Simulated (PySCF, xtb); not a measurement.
C3H3BO2, SMILES O=CB(C#C)O. The values are those of a single conformer.

Harmonic wavenumbers (cm⁻¹) from GFN2-xTB (xtb) at its own minimum, in rising order: 63, 122, 166, 245, 269, 424, 583, 648, 673, 690, 721, 821, 903, 1115, 1333, 1373, 1760, 2203, 2631, 3362, 3577.

Task: What does PBE-D3(BJ)/def2-SVP in PySCF 2.14.0 give at its own minimum? (The exact figures need the calculation; the answer reports its results.)

Result: 60, 111, 207, 230, 408, 470, 570, 644, 668, 682, 733, 916, 944, 1209, 1317, 1387, 1743, 2108, 2703, 3391, 3706. Paired by order, the mean absolute difference is 43 cm⁻¹ and the zero-point energies are 33.9 and 34.6 kcal/mol.
